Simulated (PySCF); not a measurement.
## HfN(OH) + H₂O → HfO₂ + NH₃

Level: PBE0 in the def2-TZVP basis family, computed in PySCF with density fitting; scalar-relativistic core potentials for atoms from Rb on, none lighter, no spin–orbit coupling; open shells unrestricted.

```tsv
species	state and structure	E (Eh)	ZPE (kJ/mol)	H(298 K) − H(0) (kJ/mol)	S° (J/(mol K))
HfN(OH)	singlet, Cs, Hf–N 1.745 Å, Hf–O 1.963 Å, O–H 0.959 Å; H–O–Hf 120.3°, N–Hf–O 105.0°	-178.43458	41.6	12.5	288.9
H₂O	singlet, C2v, O–H 0.960 Å (×2); H–O–H 105.1°	-76.37736	56.5	9.9	188.7
HfO₂	singlet, C2v, Hf–O 1.776 Å (×2); O–Hf–O 107.8°	-198.37557	12.4	11.3	276.1
NH₃	singlet, C3v, N–H 1.013 Å (×3); H–N–H 107.1° (×3)	-56.51312	90.6	10.0	192.4
```

Q: What is the electronic reaction energy?

A: At PBE0/def2-TZVP, ΔE = -201.5 kJ/mol from the differences of the total energies times 2625.5, downhill. 

Q: Add zero-point, thermal and entropy terms for 298.15 K and 1 bar.

A: ΔZPE = 4.9 and Δ[H(298) − H(0)] = -1.1 kJ/mol give ΔH° = -197.7 kJ/mol. ΔS° = -9.1 J/(mol K), so ΔG° = -197.7 − 298.15 × (-0.0091) = -195 kJ/mol.

Spin–orbit coupling can matter for HfN(OH), HfO₂ and is left out. Only the bonding shown was studied: isomers, or loss of a ligand pair, can lie lower.
